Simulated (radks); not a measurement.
Spherical quantum dot in the effective-mass picture: electrons in a hard-walled sphere of radius 6.24, with a point charge +1 (a donor) at the centre, all in effective atomic units (hartree* = m*/eps^2 hartree, bohr* = eps/m* bohr), one dielectric constant everywhere. Method: non-relativistic Kohn-Sham, exchange-only LDA, spin-polarised, spherical densities; computed with a radial shooting solver with Libxc functionals. Levels are named by radial order and angular momentum (1s, 1p, 1d, 2s, ...), and open shells are averaged over m.

N = 25, configuration 1s2 1p6 1d10 2s(up 1, down 0) 1f(up 6, down 0). This is the lowest configuration that the search found. Occupied and some empty levels:

level    occupation  eigenvalue (hartree*)  <r> (bohr*)
1s up             1                 4.8121        4.357
1s down           1                 4.8704        4.449
1p up             3                 4.8738        4.590
1p down           3                 4.9287        4.579
1d up             5                 4.9770        4.685
1d down           5                 5.0325        4.675
2s up             1                 5.0815        1.819
1f up             6                 5.1223        4.768
1f down           0                 5.1786        4.761
2s down           0                 5.2835        2.184
1g up             0                 5.3070        4.841
1g down           0                 5.3640        4.836
2p up             0                 5.5235        3.056
2p down           0                 5.5925        3.189
2d up             0                 5.8071        3.511
2d down           0                 5.8554        3.550

Energy (hartree*): total 63.9842, kinetic 13.343, external -6.2891, Hartree 62.988, exchange-correlation -6.0577.
